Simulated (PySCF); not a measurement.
## Electronic structure of Br²⁺ (bromine, charge +2) at the PBE level

Configuration: [Ar] 3d10 4s2 4p3, high-spin 4S determinant. Calculation: PySCF 2.14, in aug-cc-pwCVDZ-PP with ECP10MDF; scalar relativity through the core potential.

| Item | Value |
| --- | --- |
| Total energy | -415.5764 hartree |
| One-electron energy | -708.4395 hartree |
| Hartree (Coulomb) energy | 323.3338 hartree |
| Exchange-correlation energy | -30.4706 hartree |
| ⟨S²⟩ | 3.7503 |
| ⟨L²⟩ | 0.000 |
| Sum of ⟨r⟩ | 19.09 bohr |
| Sum of ⟨r²⟩ | 24.64 bohr² |

```tsv
shell	electrons	mean orbital energy (eV)	rms radius, mean of both spins (bohr)
3s α	1	-250.71	0.595
3s β	1	-250.39	0.595
3p α	3	-196.62	0.614
3p β	3	-196.28	0.614
3d α	5	-91.591	0.644
3d β	5	-91.139	0.644
4s α	1	-42.954	1.70
4s β	1	-39.735	1.70
4p α	3	-29.330	1.98
```

Energies and moments cover only the electrons outside the core potential.
